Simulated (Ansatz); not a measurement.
`Cl[Si]Cl` + `[OH][SnH2][F]` → `F[Si]Cl` + `[OH][SnH2][Cl]` at 700 K and 1 bar (redistribution).

Calculated with Ansatz (gas phase, PBE0-D4/def2-TZVP geometries, no zero-point term in ΔE). CBS: MP2 limit from def2 TZ/QZ plus the TZ coupled-cluster correction, frozen cores. This one scheme is used for every species. Elements past krypton have def2 core potentials. For Sn outer-core shells are correlated without core-valence functions, which leaves a few kJ/mol of doubt a bond. One conformer a species, not always the lowest.

```json
{"species": "`Cl[Si]Cl`", "CCSD(T)/CBS energy (Eh)": "-1208.69388", "H − E (kJ/mol)": "41.9", "S (J/(mol·K))": "328.3"}
{"species": "`[OH][SnH2][F]`", "CCSD(T)/CBS energy (Eh)": "-390.83308", "H − E (kJ/mol)": "129.4", "S (J/(mol·K))": "387.4"}
{"species": "`F[Si]Cl`", "CCSD(T)/CBS energy (Eh)": "-848.72390", "H − E (kJ/mol)": "42.9", "S (J/(mol·K))": "319.9"}
{"species": "`[OH][SnH2][Cl]`", "CCSD(T)/CBS energy (Eh)": "-750.83217", "H − E (kJ/mol)": "128.8", "S (J/(mol·K))": "401.2"}
```

H − E and S are ideal-gas, rigid-rotor, harmonic terms from PBE0-D4/def2-TZVP, for one conformer and one mirror image of each species. 1 Eh = 2625.50 kJ/mol, R = 8.31446 J/(mol·K).

**Question.** By hand: ΔE, ΔH, ΔS and ΔG.

**Answer.** ΔE = (-848.72390) + (-750.83217) − (-1208.69388) − (-390.83308) = -0.02911 Eh = -76.4 kJ/mol. Δ(H − E) = 42.9 + 128.8 − 41.9 − 129.4 = 0.4, so ΔH = -76.0 kJ/mol. ΔS = 319.9 + 401.2 − 328.3 − 387.4 = 5.4 J/(mol·K). ΔG = -76.0 − 700 × (5.4)/1000 = -79.8 kJ/mol.

**Question.** By hand: the equilibrium constant, and the temperature at which ΔG would vanish if ΔH and ΔS stayed fixed.

**Answer.** log₁₀ K = −ΔG/(RT ln 10) = 6.0. ΔH and −TΔS have one sign here, so there is no such temperature. One of them is within its doubt of zero, so this could turn.

The number of gas molecules stays the same, so ΔS is small and ΔH decides. A doubt of 5 kJ/mol in ΔE shifts log₁₀ K by 0.4 here. Other conformers and mirror images would add mixing entropy, several J/(mol·K) or more a flexible species. These are equilibria of isolated gas molecules and say nothing of rates. Largest T1 diagnostic: 0.014 (customary marks: 0.02 for closed shells, 0.045 for open ones).
